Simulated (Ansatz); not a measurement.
The same path of CH5ClGeSe (9 atoms, charge 0, multiplicity 1) was run twice with different band settings. The coordinate that changes most is the dihedral Cl1–C2–Ge3–Se4.

Computed with RKS B3LYP/def2-SVP in Ansatz.

Relaxed end points:

```xyz
9
Properties=species:S:1:pos:R:3
Cl -2.069 -1.354 0.358
C -1.258 0.215 -0.001
Ge 0.655 0.177 0.524
Se 1.910 -1.358 -0.788
H -1.364 0.414 -1.076
H -1.784 1.004 0.557
H 1.239 1.600 0.363
H 0.771 -0.312 1.978
H 1.988 -0.431 -1.934
```

```xyz
9
Properties=species:S:1:pos:R:3
Cl -1.256 0.351 -1.819
C -1.185 0.261 -0.015
Ge 0.697 0.263 0.611
Se 1.796 -1.691 -0.176
H -1.728 1.130 0.383
H -1.698 -0.658 0.296
H 1.383 1.549 0.108
H 0.743 0.185 2.153
H 1.337 -1.439 -1.558
```

Common settings: movable images 7; climbing image yes; spring 5.0 eV/Å²; optimiser quadratic models (default); start path IDPP; force threshold 0.03 eV/Å; end points relaxed.

| run | iteration limit |
| --- | --- |
| 1 | 55 |
| 2 | 10 |

Task: What does each run give, and how far can it be trusted?

Result: Run 1: converged after 13 iterations, highest image 0.088 eV above the first end. A vibrational analysis at the climbing image gives one clearly imaginary mode, 83i cm⁻¹: a first-order saddle point.
Run 2: converged after 6 iterations, highest image 0.091 eV above the first end. Another band between the same ends (7 images) ends at a top of the same energy, where a vibrational analysis finds 1 clearly imaginary mode.
